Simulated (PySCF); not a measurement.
BiH3O2, SMILES [OH][BiH][OH]. Atoms are numbered in the order given.

```xyz
6

Bi     0.0163    -0.2451     0.0000
H     -1.8224    -0.2953     0.0000
O      0.1181     1.0902     1.6158
H     -0.7099     1.5959     1.6890
O      0.1181     1.0902    -1.6158
H     -0.7099     1.5959    -1.6890
```

The structure is a stationary point at PBE-D3(BJ)/def2-TZVP. The def2 effective core potentials stand for the cores of Bi; spin–orbit coupling is left out. Other conformers were not sampled.

Calculation: HF/def2-TZVPD (PySCF).

Mulliken values depend strongly on the basis, most of all with diffuse functions as here. ESP charges are fitted to the potential on shells at 1.4 to 2.0 van der Waals radii. Atomic charges (e):

```
atom  Mulliken  ESP fit
----  --------  -------
Bi1       1.10     0.80
H2       -0.08    -0.15
O3       -0.85    -0.69
H4        0.34     0.37
O5       -0.85    -0.69
H6        0.34     0.37
```
